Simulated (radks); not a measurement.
Problem. These are the eigenvalues of the occupied orbitals of an atom or ion with whole-number occupations (hartree). All-electron calculation, Dirac Kohn-Sham, LDA (Slater exchange, Perdew-Wang correlation), spin-unpolarised, spherical densities, point nucleus. Program: a radial shooting solver on a logarithmic mesh with Libxc functionals.

orbital  eigenvalue
1s1/2     -461.9474
2s1/2     -62.20121
2p1/2     -56.19808
2p3/2     -54.66513
3s1/2     -11.02700
3p1/2      -8.96760
3p3/2      -8.74957
3d3/2      -5.17227
3d5/2      -5.13831

Which element is it, and in what charge state? The configuration may be excited. Open shells, if any, fill j = l - 1/2 first.

Solution. Z = 34, selenium, charge +6: Se6+ in [Ar] 3d10. The list shows which subshells hold electrons but not how many an open one holds; the 1s level, -461.95 hartree, gives Z - s = 30.4 by -(Z - s)^2/2, which with screening and relativity narrows Z to a few neighbours, and the depths of the outer levels then fix element, charge and occupations together.
